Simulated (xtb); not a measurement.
xtb input (GFN1-xTB):

```bash
xtb mol.xyz --gfn 1 --opt tight --chrg 0 --uhf 0
```
mol.xyz:
```
9

F      2.84958527    -0.04472166     0.01894788
C      1.56465732    -0.40972291    -0.00392356
C      0.59622478     0.48636156     0.02240433
C     -0.83883906     0.09383505    -0.00257695
F     -1.47393180     0.62293359    -1.07060750
F     -1.48957802     0.54246912     1.09252286
F     -1.01587660    -1.24152003    -0.05353024
H      1.43249629    -1.48187096    -0.04476144
H      0.80345594     1.54657953     0.06334142
```

End of the output:

```
     #   Z          #   Z                                           value/Å
     1   9 F        2   6 C                                       1.3199303
     2   6 C        3   6 C                                       1.3230936
     4   6 C        5   9 F                                       1.3378415
     4   6 C        6   9 F                                       1.3378415
     4   6 C        7   9 F                                       1.3381748 (max)
     2   6 C        8   1 H                                       1.0843923
     3   6 C        9   1 H                                       1.0821968 (min)

 * 3 distinct bonds (by element types)

   Z      Z             #   av. dist./Å        max./Å        min./Å
   1 H    6 C           2     1.0832946     1.0843923     1.0821968
   6 C    6 C           1     1.3230936     1.3230936     1.3230936
   6 C    9 F           4     1.3334470     1.3381748     1.3199303

optimized geometry written to: xtbopt.xyz

           -------------------------------------------------
          | TOTAL ENERGY              -27.969914994822 Eh   |
          | GRADIENT NORM               0.000124065841 Eh/α |
          | HOMO-LUMO GAP               5.265337006526 eV   |
           -------------------------------------------------

------------------------------------------------------------------------
------------------------------------------------------------------------
 total:
Note: The following floating-point exceptions are signalling: IEEE_DENORMAL
normal termination of xtb
 SCF:
 ANC optimizer:
```
